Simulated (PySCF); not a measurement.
## Spinor energies of Au (gold, neutral)

Start: [Xe] 4f14 5d10 6s1; 6s1/2 filled at m_j = +1/2. Calculated with PySCF 2.14 in x2c-QZVPPall-2c (16s16p12d7f2g, 191 functions): generalised Hartree-Fock with the X2C-1e Hamiltonian and a Gaussian nucleus; one run each with spin-orbit coupling (SO) switched off, then screened by Boettger's factors.

```tsv
spinor shell	electrons	ε, spin-free (eV)	ε, screened SO (eV)	weight of nominal j (screened SO)	rms radius, screened SO (bohr)
1s1/2	2	-81177.4	-81146.6	1.000	0.0190
2s1/2	2	-14475.3	-14465.7	1.000	0.0768
2p1/2	2	-12526.1	-13848.8	1.000	0.0651
2p3/2	4	-12526.1	-12007.2	1.000	0.0731
3s1/2	2	-3485.1	-3482.1	1.000	0.196
3p1/2	2	-2910.6	-3205.5	1.000	0.188
3p3/2	4	-2910.6	-2792.8	1.000	0.204
3d3/2	4	-2287.1	-2339.0	1.000	0.179
3d5/2	6	-2287.1	-2250.5	1.000	0.183
4s1/2	2	-793.01	-792.18	1.000	0.433
4p1/2	2	-601.36	-673.04	1.000	0.437
4p3/2	4	-601.36	-572.69	1.000	0.472
4d3/2	4	-366.24	-377.53	1.000	0.485
4d5/2	6	-366.24	-358.25	1.000	0.497
5s1/2	2	-127.43	-127.35	1.000	0.999
4f5/2	6	-103.35	-105.37	1.000	0.541
4f7/2	8	-103.35	-101.33	1.000	0.548
5p1/2	2	-74.377	-86.808	1.000	1.09
5p3/2	4	-74.377	-69.543	1.000	1.19
5d3/2	4	-12.358	-13.490	0.997	1.68
6s1/2	1	-7.951	-7.985	1.000	3.29
```

Where does 5d5/2 lie, and what is the 5d spin-orbit splitting (screened SO)?

At -11.648 eV, 1.843 eV above 5d3/2.

```tsv
quantity	spin-free	screened SO
E (hartree)	-18997.62028	-19027.19531
M_J	1/2	1/2
⟨J²⟩	0.753	0.753
⟨L²⟩	0.000	0.186
⟨S²⟩	0.753	0.939
```

Breit and QED terms are absent; they matter most for the inner s and p1/2 levels.

Densities and radii are taken from the X2C orbitals without a picture-change correction, which distorts them close to the nucleus.

Without spin-orbit coupling the j labels of p, d and f shells carry no meaning; the spin-free column gives the mean over the occupied spinors of each nl shell.
